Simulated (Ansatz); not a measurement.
Consider the formal loss of a carbene: `ClC[SiH2]Cl` → `[CH2]` (triplet) + `Cl[SiH2]Cl`.

Computed with Ansatz on PBE0-D4/def2-TZVP structures; ΔE is electronic, products minus reactants. CBS: MP2 limit from def2 TZ/QZ plus the TZ coupled-cluster correction, frozen cores. This one scheme is used for every species. DFT in def2-TZVPP. B3LYP here is the variant with VWN-RPA as its local correlation; programs differ in this. Triplets are unrestricted, without spin–orbit coupling. Each species was taken in one conformer, which may not be the lowest.

```tsv
level	ΔE (eV)	difference from CCSD(T)/CBS
LDA (SPW92)	4.01	0.79
PBE-D4	3.34	0.12
revPBE-D4	3.21	-0.01
r2SCAN-D4	2.97	-0.25
B97M-V	3.16	-0.06
BHLYP-D4	3.00	-0.22
CAM-B3LYP-D4	3.19	-0.03
ωB97M-V	3.24	0.02
B3LYP	3.06	-0.16
r2SCANh	2.92	-0.30
CCSD(T)/def2-SVP	2.98	-0.24
HF/def2-TZVPP	1.63	-1.59
MP2/def2-TZVPP	3.19	-0.03
HF/def2-QZVPP	1.63	-1.59
SCS-MP2/def2-QZVPP	3.30	0.08
HF/CBS(def2)	1.63	-1.59
CCSD(T)/CBS	3.22	0
```

Largest T1 diagnostic among the species: 0.011.

Leaving LDA and LC-ωPBE aside and taking each functional with its dispersion term where it has one, the values, not all of them listed here, spread over 0.43 eV, from r2SCAN0-D4 to PBE-D4. LDA lies +0.73 eV from PBE without D4. From PBE to PBE0 (25 % exact exchange), in def2-TZVPP and without D4, ΔE moves by −0.12 eV.
